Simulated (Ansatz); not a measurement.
Reactions of CH$_{6}$FInOSi (`O[CH2][In]([F])[SiH3]`).

Gas-phase electronic energies from Ansatz, PBE0-D4/def2-TZVP geometries. CCSD(T)/CBS is the MP2 limit (def2-TZVPP, def2-QZVPP) plus CCSD(T) − MP2 in def2-TZVPP, frozen cores. This one scheme is used for every species, atoms too. Functionals use def2-TZVPP. B3LYP here is the variant with VWN-RPA as its local correlation; programs differ in this. Open shells (•) are unrestricted, without spin–orbit coupling. Spin–orbit coupling would lower the free atoms: a little for C, F, O, Si; strongly for In. Elements past krypton have def2 core potentials. For In outer-core shells are correlated without core-valence functions, so the limit isn't a true one: a few kJ/mol of doubt a bond, and 10 to 20 or more in all where bonds break to atoms. Each species was taken in one conformer, which may not be the lowest.

| reaction | CCSD(T)/CBS(def2) (kcal/mol) |
| --- | --- |
| `O[CH2][In]([F])[SiH3]` + H₂ → `[CH3][In]([F])[SiH3]` + H₂O | -34.9 |
| `O[CH2][In]([F])[SiH3]` + `CCC` → `CC(C)CO` + `[F][InH][SiH3]` | -2.5 |
| `O[CH2][In]([F])[SiH3]` + H–F → `[F][In]([F])[SiH3]` + CH₃OH | -24.3 |
| `O[CH2][In]([F])[SiH3]` + `CBO` → `CBOCO` + `[F][InH][SiH3]` | ? |
| `O[CH2][In]([F])[SiH3]` + H–F → `O[CH2][In]([F])[F]` + SiH₄ | ? |
| `O[CH2][In]([F])[SiH3]` + H₂ → `[F][InH][SiH3]` + CH₃OH | -12.1 |
| `O[CH2][In]([F])[SiH3]` → C• + F• + 6 H• + In• + O• + Si• | ? |
| `O[CH2][In]([F])[SiH3]` + CH₄ → `[CH3][In]([F])[SiH3]` + CH₃OH | -4.2 |
| `O[CH2][In]([F])[SiH3]` + `C=C(C)C` → `[CH3][In]([F])[SiH3]` + `C=C(C)CO` | -8.5 |

(1) Fill in the missing values. (Estimate.)

Largest T1 diagnostic: 0.016, for `[F][In]([F])[SiH3]`.

Results:

(1) The calculation gave: `O[CH2][In]([F])[SiH3]` + `CBO` → `CBOCO` + `[F][InH][SiH3]`: +3.7 kcal/mol; `O[CH2][In]([F])[SiH3]` + H–F → `O[CH2][In]([F])[F]` + SiH₄: -6.7 kcal/mol; `O[CH2][In]([F])[SiH3]` → C• + F• + 6 H• + In• + O• + Si•: +834.3 kcal/mol.
